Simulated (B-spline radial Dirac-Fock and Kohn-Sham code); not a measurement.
## How the levels of samarium move as electrons are removed

Calculated with a radial B-spline solver, using relaxed Dirac-Fock hole states (ΔSCF) with Breit and QED corrections and a finite nucleus. Each ion is free and in its tabulated ground configuration. Electron correlation is not included.

Reference: Sm⁴⁵⁺, [Ne] 3s2 3p5, with K (1s) 49755.0 eV, L1 (2s) 10547.9 eV, L2 (2p1/2) 10146.3 eV, M1 (3s) 4076.1 eV, M2,3 (3p) 3819.8 eV. Shifts from it, in eV (a dash: the subshell is empty, belongs to an open shell averaged over j, or its hole state is left out as unreliable):

```
  ion  configuration  K (1s)  L1 (2s)  L2 (2p1/2)  M1 (3s)  M2,3 (3p)
Sm⁴⁶⁺   [Ne] 3s2 3p4  +155.9   +132.4      +135.6    +92.9     +101.5
Sm⁴⁷⁺   [Ne] 3s2 3p3  +313.6   +266.2           –   +186.5     +204.0
Sm⁴⁸⁺   [Ne] 3s2 3p2  +473.4   +401.3      +410.4   +281.0     +307.3
Sm⁴⁹⁺   [Ne] 3s2 3p1  +635.1   +537.8      +550.3   +376.2     +411.6
Sm⁵⁰⁺       [Ne] 3s2       ?        ?           ?        ?          ?
```

Question: Give the missing shifts for Sm⁵⁰⁺.

Answer: K (1s) +798.7, L1 (2s) +675.7, L2 (2p1/2) +691.6, M1 (3s) +472.2, M2,3 (3p) – (eV).
